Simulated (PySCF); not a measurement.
Job file and geometry (Å, from GFN2-xTB) of an NMR shielding run on `InChI=1S/C5H8B2Cl2/c1-6(2)4-3-5(4)7(8)9/h3-4H,1-2H3/t4-/m0/s1`, PySCF, GIAO PBE0/pcSseg-1 NMR shielding, non-relativistic, gas phase; density fitting, a coarse starting grid and PySCF grid level 2 are the driver's defaults:

```
$ OMP_NUM_THREADS=1 python probes_run.py task.json out

{"job": {"kind": "nmr", "xc": "PBE0", "basis": "pcSseg-1"}, "charge": 0, "multiplicity": 1}
C     -0.840056     1.232789     0.891201
B     -0.915513     0.084651    -0.186959
C     -2.289852    -0.615835    -0.513140
C      0.366523    -0.367387    -0.937039
C      1.502221     0.570871    -1.221237
C      1.745386    -0.239720    -0.225355
B      2.587591    -0.788107     0.897103
Cl     3.977736     0.087963     1.438026
Cl     2.182539    -2.276786     1.668907
H     -1.695817     1.903448     0.844572
H     -0.863598     0.787323     1.886362
H      0.066603     1.831642     0.836473
H     -2.988296    -0.600451     0.319967
H     -2.178346    -1.645016    -0.846368
H     -2.775169    -0.080556    -1.330341
H      0.283198    -1.199017    -1.638082
H      1.827853     1.326219    -1.893998
```

Question: Write the output of this run.

Answer: 
```
coarse grid: 15816 points
cycle   1  E = -1164.6645558309  dE =  1.205e+00  |g| = 5.268e-01  |ddm| = 3.731e+00
cycle   2  E = -1164.6469537790  dE =  1.760e-02  |g| = 5.964e-01  |ddm| = 1.056e+00
cycle   3  E = -1164.7407542968  dE = -9.380e-02  |g| = 5.952e-02  |ddm| = 5.932e-01
cycle   4  E = -1164.7414054758  dE = -6.512e-04  |g| = 3.480e-02  |ddm| = 9.704e-02
cycle   5  E = -1164.7416811956  dE = -2.757e-04  |g| = 1.367e-02  |ddm| = 4.062e-02
cycle   6  E = -1164.7417219847  dE = -4.079e-05  |g| = 4.197e-03  |ddm| = 1.275e-02
cycle   7  E = -1164.7417265063  dE = -4.522e-06  |g| = 9.717e-04  |ddm| = 4.659e-03
final grid: 144928 points
cycle   8  E = -1164.7885861270  dE = -4.585e-05  |g| = 8.369e-03  |ddm| = 3.340e-02
cycle   9  E = -1164.7885821743  dE =  3.953e-06  |g| = 9.006e-03  |ddm| = 1.638e-02
cycle  10  E = -1164.7886031304  dE = -2.096e-05  |g| = 1.211e-03  |ddm| = 9.121e-03
cycle  11  E = -1164.7886033868  dE = -2.564e-07  |g| = 6.652e-04  |ddm| = 1.577e-03
cycle  12  E = -1164.7886034972  dE = -1.104e-07  |g| = 9.470e-05  |ddm| = 5.437e-04
cycle  13  E = -1164.7886034991  dE = -1.925e-09  |g| = 3.124e-05  |ddm| = 1.218e-04
cycle  14  E = -1164.7886034994  dE = -2.624e-10  |g| = 6.577e-06  |ddm| = 3.461e-05
converged SCF energy = -1164.7886034994

GIAO shielding tensors (ppm)
atom      isotropic    diamagn.    paramagn.     s11        s22        s33       span
  0 C      176.695     253.759     -77.064    154.550    181.095    194.441     39.892
  1 B       14.826     186.714    -171.887    -41.364    -31.569    117.412    158.776
  2 C      172.347     252.486     -80.139    151.606    177.069    188.365     36.759
  3 C      156.315     245.815     -89.500     93.315    139.522    236.109    142.793
  4 C       28.387     258.568    -230.181   -114.645     35.112    164.694    279.338
  5 C       62.493     258.798    -196.305    -72.626     93.936    166.170    238.796
  6 B       52.534     193.222    -140.688     21.778     47.464     88.359     66.581
  7 Cl     679.430    1145.689    -466.259    419.888    710.727    907.675    487.787
  8 Cl     688.301    1147.983    -459.682    412.896    746.482    905.523    492.627
  9 H       31.108      30.471       0.637     26.888     29.294     37.143     10.255
 10 H       31.654      31.304       0.350     27.348     30.505     37.109      9.761
 11 H       31.198      32.676      -1.478     26.556     32.175     34.863      8.306
 12 H       30.589      30.399       0.190     27.039     29.441     35.287      8.248
 13 H       30.442      31.110      -0.668     27.104     29.437     34.784      7.680
 14 H       31.076      29.361       1.716     27.399     28.633     37.197      9.797
 15 H       29.839      31.816      -1.977     24.341     28.297     36.878     12.537
 16 H       22.887      33.321     -10.434     18.850     24.390     25.420      6.570
```

Size and cost of the density-fitted run: 207 basis functions, 71 s wall time on 1 thread of an Arm Neoverse N1, shared host; peak memory 0.93 GiB.
